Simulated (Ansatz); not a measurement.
Geometry optimisation, Ansatz 0.2.0, RHF/6-31G*.

input.yaml

```yaml
crystal:
  periodic: [false, false, false]
  atoms:
    - { symbol: Al, position_ang: [0.0, 0.0, 0.0] }
    - { symbol: O, position_ang: [0.0, 0.0, 1.78] }
    - { symbol: Si, position_ang: [-1.3147, -0.4067, 2.7436] }
    - { symbol: H, position_ang: [-2.239, -1.2403, 1.9804] }
    - { symbol: H, position_ang: [-0.8506, -1.1432, 3.9157] }
    - { symbol: H, position_ang: [-1.9987, 0.8095, 3.1733] }
    - { symbol: F, position_ang: [1.4635, 0.0, -0.845] }
    - { symbol: Cl, position_ang: [-1.9312, 0.0, -1.115] }
basis:
  gaussian: { orbitals: "6-31G*" }
hamiltonian:
  xc: hf
relax:
  f_tol: 0.02
  max_steps: 40
output:
  orbitals: {}
```

Command:

```bash
$ ansatz run input.yaml --threads 1 --pin off --max-ram 2048MiB --backend cpu --events-out ev --progress --plain --runs-dir out
```

Where does it end, and by what steps?

The forces met the threshold. The force dipped under the threshold on the way, but the program's further checks kept it going. After 14 steps the energy has fallen by 0.611 eV; Cl8 moved furthest, 0.93 Å.

```tsv
step	energy less start (eV)	largest force component (eV/Å)	accepted
0	0.0000	2.420	yes
1	-0.3910	1.135	yes
2	-0.4766	0.653	yes
3	-0.5170	0.457	yes
4	-0.5492	0.276	yes
5	-0.5851	0.071	yes
6	-0.5933	0.286	yes
7	-0.6061	0.141	yes
8	-0.6089	0.086	yes
9	-0.6082	0.207	no
10	-0.6096	0.113	yes
11	-0.6101	0.121	yes
12	-0.6110	0.022	yes
13	-0.6112	0.006	yes
14	-0.6112	0.019	yes
```

```xyz
8
Properties=species:S:1:pos:R:3
Al -0.124 0.010 -0.174
O -0.740 -0.228 1.351
Si -1.382 -0.461 2.834
H -2.541 -1.366 2.743
H -0.376 -1.060 3.730
H -1.820 0.830 3.395
F 1.481 0.137 -0.409
Cl -1.368 0.157 -1.837
```

Whether the end is a true minimum wasn't checked by a vibrational analysis.

The run took 44 s on 1 thread of Arm Neoverse V2 (shared host), peak memory 0.18 GiB.
